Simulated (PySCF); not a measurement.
A geometry optimisation, step by step.

Compound: C₂H₈OSi₂Te.
Numbering: `[CH2:1]=[CH:2][O:3][SiH2:4][Te:5][SiH3:6]` (hydrogens: H7, H8 on C1; H9 on C2; H10, H11 on Si4; H12, H13, H14 on Si6)

Method: PBE0-D3(BJ)/def2-SVP geometry optimisation, gas phase, def2 core potentials past Kr (PySCF 2.14.0); density fitting, grid level 1; the optimiser is geomeTRIC in internal coordinates, started from a GFN2-xTB structure with every atom displaced at random (about 0.01 Å). The frame can shift and turn from step to step; on so coarse a grid that alone can change the energy by a few meV, and forces under 0.02 eV/Å are noise.

Step 0: E = -27281.6317 eV, largest atomic force 1.753 eV/Å
```
atom  x, y, z in Å  |  force x, y, z in eV/Å
C1     -3.129   -0.183    0.421   -0.934   1.249  -0.353
C2     -2.570    0.902   -0.101   -0.049  -0.145   0.148
O3     -1.275    1.049   -0.363    0.603   0.581  -0.317
Si4     0.012    0.032   -0.059   -0.488  -0.067   0.216
Te5     1.791    1.406   -1.001    0.261   0.414  -0.206
Si6     3.540   -0.317   -0.655   -0.141   0.119   0.380
H7     -2.579   -1.037    0.685    0.884  -1.455   0.418
H8     -4.194   -0.171    0.577   -0.515  -0.136   0.156
H9     -3.124    1.800   -0.353   -0.345   0.221  -0.105
H10    -0.227   -1.255   -0.719    0.119  -0.458  -0.381
H11     0.057   -0.247    1.388    0.219   0.026   0.397
H12     4.377   -0.036    0.523    0.182   0.125   0.342
H13     4.389   -0.320   -1.829    0.492  -0.021  -0.719
H14     2.925   -1.637   -0.472   -0.287  -0.455   0.023
```

Step 1: E = -27281.7891 eV, largest atomic force 0.436 eV/Å
```
atom  x, y, z in Å  |  force x, y, z in eV/Å
C1     -3.104    0.097    0.477    0.237  -0.347   0.117
C2     -2.547    1.180   -0.067    0.050   0.131  -0.056
O3     -1.241    1.365   -0.362   -0.099  -0.012   0.017
Si4     0.057    0.336   -0.085   -0.008   0.005  -0.011
Te5     1.931    1.645   -1.055    0.054   0.106  -0.055
Si6     3.611   -0.182   -0.704   -0.022  -0.037  -0.026
H7     -2.522   -0.798    0.752   -0.153   0.244  -0.081
H8     -4.177    0.079    0.663   -0.046   0.005   0.006
H9     -3.146    2.059   -0.332    0.036  -0.027  -0.007
H10    -0.114   -0.962   -0.799   -0.030  -0.024   0.016
H11     0.215    0.094    1.377   -0.011  -0.036   0.035
H12     4.440    0.075    0.509    0.003  -0.018   0.004
H13     4.488   -0.221   -1.912   -0.001  -0.004   0.037
H14     2.901   -1.489   -0.553   -0.010   0.013   0.004
```

Step 2: E = -27281.7915 eV, largest atomic force 0.380 eV/Å
```
atom  x, y, z in Å  |  force x, y, z in eV/Å
C1     -3.023    0.079    0.481   -0.243   0.015   0.037
C2     -2.548    1.194   -0.077    0.210  -0.302   0.094
O3     -1.250    1.404   -0.380    0.033   0.274  -0.117
Si4     0.051    0.380   -0.103    0.020   0.014  -0.010
Te5     1.946    1.680   -1.062   -0.002   0.030  -0.013
Si6     3.562   -0.202   -0.691   -0.022  -0.015   0.003
H7     -2.382   -0.770    0.739   -0.033   0.043  -0.013
H8     -4.089   -0.008    0.691   -0.009  -0.022   0.011
H9     -3.185    2.046   -0.339    0.041  -0.011  -0.006
H10    -0.129   -0.919   -0.815    0.000  -0.004   0.001
H11     0.199    0.128    1.360    0.007  -0.009   0.001
H12     4.373    0.015    0.542    0.000  -0.011   0.004
H13     4.465   -0.266   -1.876    0.009  -0.004   0.008
H14     2.802   -1.482   -0.562   -0.012   0.002   0.001
```

Step 3: E = -27281.7986 eV, largest atomic force 0.332 eV/Å
```
atom  x, y, z in Å  |  force x, y, z in eV/Å
C1     -3.004    0.063    0.500   -0.094   0.294  -0.122
C2     -2.523    1.170   -0.076   -0.175  -0.059   0.041
O3     -1.240    1.427   -0.397    0.043   0.024   0.002
Si4     0.078    0.424   -0.127    0.100  -0.062   0.017
Te5     1.982    1.730   -1.078   -0.067  -0.059   0.032
Si6     3.520   -0.213   -0.685   -0.011   0.010   0.035
H7     -2.365   -0.772    0.773    0.156  -0.248   0.094
H8     -4.072   -0.024    0.707    0.066   0.030  -0.023
H9     -3.173    2.004   -0.353   -0.073   0.036   0.002
H10    -0.100   -0.876   -0.839    0.026   0.022  -0.015
H11     0.225    0.157    1.336    0.025   0.026  -0.036
H12     4.303   -0.045    0.574   -0.003   0.000   0.003
H13     4.457   -0.307   -1.839    0.019  -0.004  -0.026
H14     2.702   -1.459   -0.586   -0.011  -0.010  -0.005
```

Step 4: E = -27281.8020 eV, largest atomic force 0.061 eV/Å
```
atom  x, y, z in Å  |  force x, y, z in eV/Å
C1     -3.002    0.067    0.501   -0.038   0.045  -0.014
C2     -2.524    1.173   -0.075   -0.017  -0.016   0.006
O3     -1.239    1.427   -0.397    0.007   0.013   0.006
Si4     0.080    0.422   -0.134    0.009  -0.038   0.012
Te5     1.976    1.724   -1.083    0.006   0.004  -0.011
Si6     3.518   -0.215   -0.681   -0.001   0.000   0.013
H7     -2.372   -0.781    0.780    0.048  -0.020   0.002
H8     -4.070   -0.011    0.706   -0.004   0.003   0.000
H9     -3.178    2.009   -0.347   -0.011  -0.001   0.002
H10    -0.092   -0.876   -0.851   -0.001   0.009  -0.007
H11     0.239    0.155    1.326    0.007   0.007  -0.004
H12     4.296   -0.041    0.580   -0.003  -0.003   0.001
H13     4.458   -0.309   -1.834    0.003  -0.002  -0.002
H14     2.701   -1.463   -0.583   -0.004  -0.002  -0.003
```

Step 5: E = -27281.8022 eV, largest atomic force 0.044 eV/Å
```
atom  x, y, z in Å  |  force x, y, z in eV/Å
C1     -2.989    0.068    0.504    0.033  -0.029   0.009
C2     -2.523    1.178   -0.073   -0.005   0.016  -0.009
O3     -1.239    1.437   -0.401   -0.009   0.012   0.007
Si4     0.081    0.428   -0.146   -0.011  -0.013   0.004
Te5     1.979    1.724   -1.095    0.014   0.011  -0.017
Si6     3.505   -0.222   -0.674    0.002   0.001   0.005
H7     -2.340   -0.770    0.776   -0.031   0.006   0.002
H8     -4.054   -0.023    0.718    0.001  -0.002   0.001
H9     -3.184    2.009   -0.341    0.014   0.001  -0.004
H10    -0.096   -0.867   -0.867   -0.007   0.004  -0.005
H11     0.247    0.158    1.312    0.004  -0.001   0.004
H12     4.271   -0.051    0.595   -0.002  -0.003   0.001
H13     4.457   -0.326   -1.818   -0.002  -0.001   0.004
H14     2.678   -1.464   -0.582    0.000  -0.001  -0.002
```

Step 6: E = -27281.8025 eV, largest atomic force 0.028 eV/Å
```
atom  x, y, z in Å  |  force x, y, z in eV/Å
C1     -2.977    0.069    0.509    0.010  -0.021   0.009
C2     -2.519    1.181   -0.069    0.013  -0.001  -0.007
O3     -1.238    1.446   -0.404    0.000   0.004   0.009
Si4     0.083    0.434   -0.161   -0.009   0.006  -0.002
Te5     1.984    1.726   -1.114    0.002  -0.001  -0.010
Si6     3.494   -0.228   -0.668    0.003   0.005   0.003
H7     -2.326   -0.769    0.779   -0.020   0.018  -0.005
H8     -4.041   -0.025    0.729   -0.003  -0.003   0.002
H9     -3.184    2.011   -0.333    0.009  -0.001   0.000
H10    -0.102   -0.857   -0.886   -0.007   0.002  -0.003
H11     0.258    0.159    1.296    0.005  -0.004   0.001
H12     4.245   -0.059    0.610   -0.001  -0.003   0.001
H13     4.459   -0.344   -1.799   -0.002   0.000   0.002
H14     2.657   -1.464   -0.581    0.002  -0.002  -0.002
```

Question: Summarise the path.

Answer: The energy falls by 16.48 kJ/mol from step 0 to step 6; nine tenths of that is first reached at step 1. It falls at every step. The largest force goes from 1.753 to 0.028 eV/Å. Among the bonds Si4–Te5 changes most, from 2.437 to 2.488 Å; the atoms move by 0.203 Å rms after alignment.

What follows is the cost of the whole optimisation. On one thread of an Arm Neoverse V2, no GPU (shared host), this took 62 s wall and 0.57 GiB of memory at its peak.
